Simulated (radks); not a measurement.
Values are calculated unless marked as measured or tabulated.
Task: All-electron atom: the mercury ion Hg67+ in [Ne] 3s2 3p1. Code: a radial shooting solver on a logarithmic mesh with Libxc functionals. Model: Dirac Kohn-Sham, exchange-only PBE, spin-unpolarised, spherical densities, finite nucleus; open shells fill j = l - 1/2 first; Fermi nuclear charge, rms radius 5.4648 fm. Some entries of the table are withheld. Estimate them.

orbital,occ.,eigenvalue (hartree),r(max) (bohr),<1/r> (bohr^-1)
1s1/2,2,-3268.300,0.01022,97.54
2s1/2,2,-747.6264,0.05899,24.35
2p1/2,2,-728.8549,0.04328,24.25
2p3/2,4,-655.2545,0.05062,19.67
3s1/2,2,-304.6004,0.1584,(1)
3p1/2,1,(2),(3),(4)
3p3/2,0,(5),(6),(7)

Result: 
(1) 3s1/2 <1/r> (bohr^-1): 9.785
(2) 3p1/2 eigenvalue (hartree): -297.8516
(3) 3p1/2 r(max) (bohr): 0.1466
(4) 3p1/2 <1/r> (bohr^-1): 9.705
(5) 3p3/2 eigenvalue (hartree): -277.9326
(6) 3p3/2 r(max) (bohr): 0.1594
(7) 3p3/2 <1/r> (bohr^-1): 8.448
